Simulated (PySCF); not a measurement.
H3O4V, SMILES [O]=[V]([OH])([OH])[OH], multiplicity 1. Geometry: ωB97X-D3(BJ)/def2-SVP. The spin state was assumed, not searched. The values are those of a single conformer.

Task: Give the equilibrium geometry at ωB97X-D3(BJ)/def2-SVP (PySCF confirms it by a frequency run) as Cartesian coordinates in Å, and its point group. (An estimate is asked for; the answer gives what the named calculation found.)

Result: Several could match; the one computed here: point group C3v.
```xyz
8

V      0.0000     0.0000    -0.0211
O      0.0000     0.0000    -1.5620
O      1.4350     0.8285     0.5485
H      2.0832     1.2027    -0.0606
O      0.0000    -1.6570     0.5485
H      0.0000    -2.4055    -0.0606
O     -1.4350     0.8285     0.5485
H     -2.0832     1.2027    -0.0606
```
